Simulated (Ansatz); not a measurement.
Basis-set series for ClHMoOS2 (`[OH][Mo](=[S])(=[S])[Cl]`). Total charge 0; spin multiplicity 1. Mo takes the def2 core potential. All single points use the PBE0-D4/def2-TZVP geometry. It is one conformer, not always the lowest.

| functional | basis | functions | energy (Eh) | HOMO (eV) | LUMO (eV) |
| --- | --- | --- | --- | --- | --- |
| PBE0-D4 | def2-SVP | 104 | -1399.81747 | -7.56 | -3.42 |
| PBE0-D4 | def2-QZVPP | 378 | -1400.41627 | -7.56 | -3.46 |
| ωB97M-V | def2-SVP | 104 | -1400.13892 | -9.47 | -1.39 |
| ωB97M-V | def2-QZVPP | 378 | -1400.73243 | -9.52 | -1.51 |

Problem. Give the rows for def2-TZVPP. (An estimate is asked.)

Solution. Ansatz gave: 
```csv
functional,basis,functions,energy (Eh),HOMO (eV),LUMO (eV)
PBE0-D4,def2-TZVPP,227,-1400.37052,-7.55,-3.45
ωB97M-V,def2-TZVPP,227,-1400.68892,-9.50,-1.49
```
